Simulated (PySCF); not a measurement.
Can point charges reproduce the dipole moment of `C=C(C)/C=C\[Si@H](C#N)C=O`?

Coordinates (GFN2-xTB, Å) and charges (e) from the PBE0/pcSseg-1 density (PySCF):

| atom | x | y | z | Mulliken | IAO | Hirshfeld | ESP-fitted |
| --- | --- | --- | --- | --- | --- | --- | --- |
| C1 | -1.484 | -0.052 | 0.326 | -0.0594 | -0.3125 | -0.0923 | -0.7022 |
| C2 | -0.640 | 0.933 | 0.617 | -0.4511 | +0.0253 | +0.0182 | +0.5100 |
| C3 | -1.000 | 2.379 | 0.462 | -0.1458 | -0.4235 | -0.1117 | -0.5627 |
| C4 | 0.701 | 0.670 | 1.140 | +0.0022 | -0.0966 | -0.0148 | -0.3796 |
| C5 | 1.570 | -0.203 | 0.626 | -0.4306 | -0.4405 | -0.1388 | -0.1832 |
| Si6 | 1.331 | -1.208 | -0.942 | +0.8595 | +0.8352 | +0.3911 | +0.2741 |
| C7 | 0.360 | -0.208 | -2.188 | -0.2033 | -0.1564 | -0.0338 | +0.1996 |
| N8 | -0.210 | 0.411 | -2.965 | -0.2043 | -0.1988 | -0.1994 | -0.3999 |
| C9 | 0.275 | -2.800 | -0.665 | -0.0352 | +0.0079 | +0.0515 | +0.3512 |
| O10 | 0.540 | -3.622 | 0.174 | -0.3261 | -0.3458 | -0.2023 | -0.4020 |
| H11 | -2.473 | 0.143 | -0.051 | +0.1152 | +0.1581 | +0.0532 | +0.2509 |
| H12 | -1.233 | -1.086 | 0.498 | +0.1437 | +0.1437 | +0.0375 | +0.2433 |
| H13 | -0.842 | 2.916 | 1.397 | +0.1272 | +0.1505 | +0.0489 | +0.1439 |
| H14 | -0.365 | 2.834 | -0.298 | +0.1414 | +0.1605 | +0.0490 | +0.1849 |
| H15 | -2.037 | 2.490 | 0.159 | +0.1201 | +0.1538 | +0.0521 | +0.1595 |
| H16 | 0.984 | 1.269 | 1.999 | +0.1203 | +0.1564 | +0.0569 | +0.2025 |
| H17 | 2.524 | -0.321 | 1.125 | +0.1328 | +0.1665 | +0.0504 | +0.1496 |
| H18 | 2.609 | -1.581 | -1.556 | -0.0232 | -0.0895 | -0.0551 | -0.0438 |
| H19 | -0.615 | -2.953 | -1.313 | +0.1166 | +0.1055 | +0.0400 | +0.0040 |

Question: What dipole does each set of charges give (1 e·Å = 4.803 D), and what does the density give?

Answer: The full density gives (0.76, 1.27, 1.85) D, 2.37 D in size; dipole vectors point from the negative to the positive end.

```json
{"scheme": "Mulliken", "μx": "1.12", "μy": "1.24", "μz": "0.33", "size (D)": "1.70", "share of the full size (%)": "72", "angle to the full dipole (°)": "41"}
{"scheme": "IAO", "μx": "1.12", "μy": "1.67", "μz": "0.78", "size (D)": "2.16", "share of the full size (%)": "91", "angle to the full dipole (°)": "30"}
{"scheme": "Hirshfeld", "μx": "0.65", "μy": "1.05", "μz": "1.61", "size (D)": "2.03", "share of the full size (%)": "86", "angle to the full dipole (°)": "1"}
{"scheme": "ESP-fitted", "μx": "0.73", "μy": "1.30", "μz": "1.83", "size (D)": "2.36", "share of the full size (%)": "100", "angle to the full dipole (°)": "1"}
```

Question: Which set comes closest?

Answer: Length of the difference vector: ESP-fitted 0.05 D, Hirshfeld 0.34 D, IAO 1.20 D, Mulliken 1.57 D. Closest: ESP-fitted. 

Question: What is left for the Hirshfeld atoms' own dipoles?

Answer: The Hirshfeld atoms' densities add up to the full density, so μ = Σ q r + Σ (atomic dipoles). The atomic dipoles sum to (0.76, 1.27, 1.85) − (0.65, 1.05, 1.61) = (0.11, 0.22, 0.24) D, 0.34 D in size.

Question: With the origin at the mean of the coordinates, (-0.001, 0.000, -0.077) Å, which are the largest single terms, by size, of the Mulliken dipole along the direction of the full one?

Answer: Si6 -3.70, O10 +2.46, N8 +2.07, C5 -1.95, C2 -1.81 D; all 19 atoms together +1.28 D. The single terms depend on the origin, their sum doesn't.

Question: Give the size of the full dipole in other units.

Answer: 2.37 D = 0.933 au = 0.494 e·Å = 7.91 × 10⁻³⁰ C·m.

Geometry: GFN2-xTB, one conformer, isolated molecule.

The run behind these numbers computed NMR shieldings as well. Hardware: one thread, Intel Xeon at 2.50 GHz (x86_64), shared host. Cost: 2.3 min wall, 0.98 GiB resident at most.

The values belong to the conformer `[CH2:1]=[C:2]([CH3:3])/[CH:4]=[CH:5]\[Si@H:6]([C:7]#[N:8])[CH:9]=[O:10]`: C1–C2–C4–C5 49°, C4–C5–Si6–C7 34°, C5–Si6–C9–O10 -54°.
